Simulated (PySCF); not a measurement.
## Radial density of Mg³⁺ (magnesium, charge +3)

UHF, [He] 2s2 2p5, 2P determinant. All numbers are calculated (PySCF 2.14, the spin-free X2C one-electron Hamiltonian (Gaussian nucleus), in cc-pVDZ-DK (4s3p1d, 18 functions)).

| r (bohr) | 4πr²ρ (e/bohr) | 4πr²(ρα − ρβ) |
| --- | --- | --- |
| 0.00208 | 0.06343 | 0.0000 |
| 0.00350 | 0.1708 | 0.0000 |
| 0.00589 | 0.4414 | 0.0000 |
| 0.00990 | 1.110 | 0.0001 |
| 0.0167 | 2.628 | 0.0003 |
| 0.0280 | 5.611 | 0.0015 |
| 0.0471 | 9.993 | 0.0085 |
| 0.0793 | 13.22 | 0.0455 |
| 0.133 | 11.08 | 0.1984 |
| 0.224 | 6.845 | 0.6405 |
| 0.377 | 8.738 | 1.2575 |
| 0.634 | 8.997 | 1.2132 |
| 1.07 | 3.029 | 0.4283 |
| 1.79 | 0.1813 | 0.0271 |
| 3.02 | 0.0008157 | 0.0003 |
| 8.54 | 0.0001015 | 0.0000 |

Densities and radii are taken from the X2C orbitals without a picture-change correction, which distorts them close to the nucleus.
